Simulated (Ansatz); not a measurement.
C3H7O2, doublet, geometry from GFN2-xTB; Ansatz (a quantum-chemistry and plane-wave program) with CCSD(T)/6-31G*.

Here is a job for Ansatz.
Ansatz 0.2 input:
```yaml
crystal:
  periodic: [false, false, false]
  atoms:
    - {symbol: C, position_ang: [1.94619892, 0.86606572, 0.18885141]}
    - {symbol: O, position_ang: [0.59022519, 0.52583716, 0.28955219]}
    - {symbol: C, position_ang: [0.15628695, -0.35495568, -0.72677514]}
    - {symbol: C, position_ang: [-1.29230339, -0.62643041, -0.51925532]}
    - {symbol: O, position_ang: [-1.82019372, -0.49210313, 0.72964401]}
    - {symbol: H, position_ang: [2.15863515, 1.37589211, -0.75851598]}
    - {symbol: H, position_ang: [2.16141740, 1.53677599, 1.01835714]}
    - {symbol: H, position_ang: [2.58511519, -0.02316283, 0.26128712]}
    - {symbol: H, position_ang: [0.76405915, -1.28675436, -0.68747395]}
    - {symbol: H, position_ang: [0.32260412, 0.08736248, -1.72414028]}
    - {symbol: H, position_ang: [-1.82534441, -1.30066663, -1.16232094]}
    - {symbol: H, position_ang: [-1.18783320, 0.03260304, 1.24231141]}
basis:
  gaussian:
    orbitals: 6-31G*
magnetization: {spin_polarized: true, initial_magnetization: 1}
correlation: {method: ccsd_t, diis_vectors: 2}
```

What does Ansatz print? Leave out banner, timings and long lists.


```
Functional definition: HF
912 factors; integrals over basis functions are off by at most 1.3e-3 eV
mean field evaluation 1: about -7271.3863 eV, gradient 2.4e1 eV
mean field evaluation 2: about -7271.3890 eV, gradient 2.4e1 eV
mean field evaluation 4: about -7274.2165 eV, gradient 3.6e0 eV
mean field evaluation 8: about -7274.3027 eV, gradient 1.8e-1 eV
mean field evaluation 16: about -7274.2898 eV, gradient 7.6e-1 eV
mean field -7274.30328174 eV, -267.3257149042 hartree, gradient 2.0e-6 eV, S^2 0.761650; 0 other end points of the search recorded, 0 dependent functions left out
5 core orbitals not correlated
reference -7274.30328174 eV, -267.3257149042 hartree; 16, 15 occupied and 68, 69 virtual orbitals, 912 factors
second order -19.67147373 eV of doubles, -0.00000000 eV of singles
cycle   1  -20.25988747 eV  change   -5.9e-1 eV  update   1.0e-1
cycle   2  -20.79942444 eV  change   -5.4e-1 eV  update   2.9e-2
cycle   3  -20.93423733 eV  change   -1.3e-1 eV  update   1.7e-2
cycle   4  -20.94183426 eV  change   -7.6e-3 eV  update   5.9e-3
cycle   5  -20.94207608 eV  change   -2.4e-4 eV  update   3.1e-3
cycle   6  -20.93821988 eV  change    3.9e-3 eV  update   1.2e-3
cycle   7  -20.93576211 eV  change    2.5e-3 eV  update   5.7e-4
cycle   8  -20.93491139 eV  change    8.5e-4 eV  update   2.5e-4
cycle   9  -20.93451160 eV  change    4.0e-4 eV  update   1.2e-4
cycle  10  -20.93435161 eV  change    1.6e-4 eV  update   6.8e-5
cycle  11  -20.93431797 eV  change    3.4e-5 eV  update   3.4e-5
perturbative correction -0.53618780 eV, -0.0197045382 hartree
Total energy: -7295.77378751 eV, -268.1147414381 hartree
```
